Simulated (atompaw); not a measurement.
## u(r) = r·R(r): atom against pseudo-atom (V (Z = 23))

Columns: radius, all-electron u(r) and pseudo u(r) of the 3d shell (level -5.18 eV) of vanadium in the configuration [Ar] 3d3 4s2 4p0; PBEsol, scalar-relativistic, PAW (atompaw) scheme, atompaw 4.2.0.5.

| r (bohr) | all-electron | pseudo |
| --- | --- | --- |
| 0.115 | 0.0547 | 0.0026 |
| 0.231 | 0.2249 | 0.0201 |
| 0.346 | 0.4192 | 0.0635 |
| 0.462 | 0.5842 | 0.1384 |
| 0.577 | 0.7013 | 0.2403 |
| 0.692 | 0.7730 | 0.3596 |
| 0.808 | 0.8069 | 0.4821 |
| 0.923 | 0.8124 | 0.5887 |
| 1.038 | 0.7986 | 0.6667 |
| 1.154 | 0.7720 | 0.7090 |
| 1.269 | 0.7381 | 0.7155 |
| 1.385 | 0.6998 | 0.6949 |
| 1.500 | 0.6600 | 0.6597 |
| 1.615 | 0.6201 | 0.6201 |
| 1.731 | 0.5807 | 0.5807 |
| 1.846 | 0.5431 | 0.5431 |
| 1.962 | 0.5072 | 0.5072 |
| 2.077 | 0.4735 | 0.4735 |
| 2.192 | 0.4420 | 0.4420 |
| 2.308 | 0.4123 | 0.4123 |
| 2.423 | 0.3847 | 0.3847 |
| 2.538 | 0.3590 | 0.3590 |
| 2.654 | 0.3348 | 0.3348 |
| 2.769 | 0.3124 | 0.3124 |
| 2.885 | 0.2913 | 0.2913 |
| 3.000 | 0.2717 | 0.2717 |

Q: How many radial nodes do the two functions have?

A: The all-electron 3d function has n − l − 1 = 0; the pseudo-wave has 0.

Q: At about which radius was the pseudo-wave matched?

A: 1.65 bohr. The columns agree to 0.0005 from 1.50 bohr on; several derivatives are matched, so the curves merge somewhat inside the radius.

Q: Where does each function peak?

A: Outermost all-electron maximum near 0.92 bohr, pseudo maximum near 1.27 bohr (to the table’s step).

Q: Is the pseudo-wave norm-conserving?

A: No, it belongs to a PAW set: the norm inside the radius is not constrained, and the difference is carried by the augmentation charge.
